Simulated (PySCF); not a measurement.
C$_{4}$H$_{3}$O, doublet (typed; the unrestricted solution is spin-contaminated), at a GFN2-xTB geometry; HF/STO-3G (PySCF).

PySCF was given this input:
```python
from pyscf import gto, scf

mol = gto.M(
    atom='''
O    -0.004073    0.072020    1.177792
C     0.015234    1.111495    0.364397
C    -0.017204   -1.024409    0.385746
C     0.015903    0.776725   -0.944358
C    -0.005819   -0.651630   -0.923541
H    -0.033807   -1.981462    0.866997
H     0.029378    1.419638   -1.797265
H    -0.011668   -1.287424   -1.785535
''',
    basis='sto-3g',
    charge=0,
    spin=1,
    verbose=4,
)

mf = scf.UHF(mol)
mf.kernel()
```

Question: Write the output that PySCF gives for this input, abridged.

Answer: 
```
PySCF version 2.14.0

[INPUT] verbose = 4
[INPUT] num. atoms = 8
[INPUT] num. electrons = 35
[INPUT] charge = 0
[INPUT] spin (= nelec alpha-beta = 2S) = 1
[INPUT] symmetry False subgroup None
[INPUT] Mole.unit = angstrom
[INPUT] Symbol           X                Y                Z      unit          X                Y                Z       unit  Magmom
[INPUT]  1 O     -0.004073000000   0.072020000000   1.177792000000 AA   -0.007696854505   0.136098075491   2.225704311704 Bohr   0.0
[INPUT]  2 C      0.015234000000   1.111495000000   0.364397000000 AA    0.028788087782   2.100421138823   0.688610530613 Bohr   0.0
[INPUT]  3 C     -0.017204000000  -1.024409000000   0.385746000000 AA   -0.032510848247  -1.935852449540   0.728954293646 Bohr   0.0
[INPUT]  4 C      0.015903000000   0.776725000000  -0.944358000000 AA    0.030052314559   1.467797524103  -1.784577983542 Bohr   0.0
[INPUT]  5 C     -0.005819000000  -0.651630000000  -0.923541000000 AA   -0.010996316319  -1.231402234550  -1.745239554807 Bohr   0.0
[INPUT]  6 H     -0.033807000000  -1.981462000000   0.866997000000 AA   -0.063885971093  -3.744420506233   1.638386880820 Bohr   0.0
[INPUT]  7 H      0.029378000000   1.419638000000  -1.797265000000 AA    0.055516374087   2.682727016025  -3.396338623266 Bohr   0.0
[INPUT]  8 H     -0.011668000000  -1.287424000000  -1.785535000000 AA   -0.022049324421  -2.432878766192  -3.374172135825 Bohr   0.0

nuclear repulsion = 153.527375040025
number of shells = 18
number of NR pGTOs = 84
number of NR cGTOs = 28
basis = sto-3g
ecp = {}

******** <class 'pyscf.scf.uhf.UHF'> ********
method = UHF
initial guess = minao
damping factor = 0
level_shift factor = 0
DIIS = <class 'pyscf.scf.diis.CDIIS'>
diis_start_cycle = 1
diis_space = 8
diis_damp = 0
SCF conv_tol = 1e-09
SCF conv_tol_grad = None
SCF max_cycles = 50
direct_scf = True
direct_scf_tol = 1e-13
number electrons alpha = 18  beta = 17
Set gradient conv threshold to 3.16228e-05
init E= -226.803005994257

cycle= 1 E= -225.017145342302  delta_E= 1.79  |g|= 0.257  |ddm|= 2.93
cycle= 2 E= -225.073962634345  delta_E= -0.0568  |g|= 0.0971  |ddm|= 0.464
cycle= 3 E= -225.08261989908  delta_E= -0.00866  |g|= 0.041  |ddm|= 0.159
cycle= 4 E= -225.085539311836  delta_E= -0.00292  |g|= 0.0211  |ddm|= 0.0947
cycle= 5 E= -225.086779462383  delta_E= -0.00124  |g|= 0.0182  |ddm|= 0.0563
cycle= 6 E= -225.088037228222  delta_E= -0.00126  |g|= 0.0167  |ddm|= 0.0618
cycle= 7 E= -225.08934273637  delta_E= -0.00131  |g|= 0.0166  |ddm|= 0.0654
cycle= 8 E= -225.089899942907  delta_E= -0.000557  |g|= 0.0166  |ddm|= 0.0279
cycle= 9 E= -225.089158549542  delta_E= 0.000741  |g|= 0.0164  |ddm|= 0.0379
cycle= 10 E= -225.084543738711  delta_E= 0.00461  |g|= 0.0133  |ddm|= 0.281
cycle= 11 E= -225.080068578896  delta_E= 0.00448  |g|= 0.0145  |ddm|= 0.385
cycle= 12 E= -225.087933687533  delta_E= -0.00787  |g|= 0.0153  |ddm|= 0.587
cycle= 13 E= -225.081878439835  delta_E= 0.00606  |g|= 0.012  |ddm|= 0.432
cycle= 14 E= -225.081281793895  delta_E= 0.000597  |g|= 0.0131  |ddm|= 0.058
cycle= 15 E= -225.080367178682  delta_E= 0.000915  |g|= 0.0145  |ddm|= 0.0771
cycle= 16 E= -225.08063575025  delta_E= -0.000269  |g|= 0.0142  |ddm|= 0.0295
cycle= 17 E= -225.077818565089  delta_E= 0.00282  |g|= 0.0224  |ddm|=  0.2
cycle= 18 E= -225.079460798429  delta_E= -0.00164  |g|= 0.0159  |ddm|= 0.11
cycle= 19 E= -225.073355004586  delta_E= 0.00611  |g|= 0.0352  |ddm|= 0.323
cycle= 20 E= -225.077329246255  delta_E= -0.00397  |g|= 0.022  |ddm|= 0.177
cycle= 21 E= -225.082145344164  delta_E= -0.00482  |g|= 0.0109  |ddm|= 0.36
cycle= 22 E= -225.081999077051  delta_E= 0.000146  |g|= 0.0111  |ddm|= 0.0161
cycle= 23 E= -225.081921352638  delta_E= 7.77e-05  |g|= 0.0112  |ddm|= 0.00712
cycle= 24 E= -225.081917173331  delta_E= 4.18e-06  |g|= 0.0111  |ddm|= 0.00132
cycle= 25 E= -225.082269587413  delta_E= -0.000352  |g|= 0.0114  |ddm|= 0.0332
cycle= 26 E= -225.08182288879  delta_E= 0.000447  |g|= 0.0111  |ddm|= 0.0416
cycle= 27 E= -225.078538295309  delta_E= 0.00328  |g|= 0.0139  |ddm|= 0.291
cycle= 28 E= -225.084773723837  delta_E= -0.00624  |g|= 0.0183  |ddm|= 0.539
cycle= 29 E= -225.085240215227  delta_E= -0.000466  |g|= 0.0183  |ddm|= 0.0324
cycle= 30 E= -225.083053643867  delta_E= 0.00219  |g|= 0.0162  |ddm|= 0.165
cycle= 31 E= -225.080878169831  delta_E= 0.00218  |g|= 0.0173  |ddm|= 0.174
cycle= 32 E= -225.080336428498  delta_E= 0.000542  |g|= 0.019  |ddm|= 0.0362
cycle= 33 E= -225.08098927415  delta_E= -0.000653  |g|= 0.0181  |ddm|= 0.0511
cycle= 34 E= -225.081481510895  delta_E= -0.000492  |g|= 0.0188  |ddm|= 0.0569
cycle= 35 E= -225.072465303509  delta_E= 0.00902  |g|= 0.0363  |ddm|= 0.534
cycle= 36 E= -225.076027607846  delta_E= -0.00356  |g|= 0.0254  |ddm|= 0.13
cycle= 37 E= -225.073364868108  delta_E= 0.00266  |g|= 0.0325  |ddm|= 0.125
cycle= 38 E= -225.079764954123  delta_E= -0.0064  |g|= 0.0131  |ddm|= 0.333
cycle= 39 E= -225.079493882857  delta_E= 0.000271  |g|= 0.0132  |ddm|= 0.0247
cycle= 40 E= -225.079441444037  delta_E= 5.24e-05  |g|= 0.0133  |ddm|= 0.00432
cycle= 41 E= -225.080586938159  delta_E= -0.00115  |g|= 0.0121  |ddm|= 0.103
cycle= 42 E= -225.079464908551  delta_E= 0.00112  |g|= 0.0117  |ddm|= 0.105
cycle= 43 E= -225.081095236742  delta_E= -0.00163  |g|= 0.0104  |ddm|= 0.152
cycle= 44 E= -225.078411616248  delta_E= 0.00268  |g|= 0.0131  |ddm|= 0.232
cycle= 45 E= -225.091188713694  delta_E= -0.0128  |g|= 0.0396  |ddm|= 1.04
cycle= 46 E= -225.08965467675  delta_E= 0.00153  |g|= 0.0454  |ddm|= 0.0527
cycle= 47 E= -225.085667469553  delta_E= 0.00399  |g|= 0.03  |ddm|= 0.339
cycle= 48 E= -225.083904544715  delta_E= 0.00176  |g|= 0.0213  |ddm|= 0.193
cycle= 49 E= -225.081969259435  delta_E= 0.00194  |g|= 0.0175  |ddm|= 0.193
cycle= 50 E= -225.080966759132  delta_E= 0.001  |g|= 0.0165  |ddm|= 0.0991
SCF not converged.
SCF energy = -225.080966759132 after 50 cycles  <S^2> = 0.88706945  2S+1 = 2.1326692
```

Convergence was not reached.
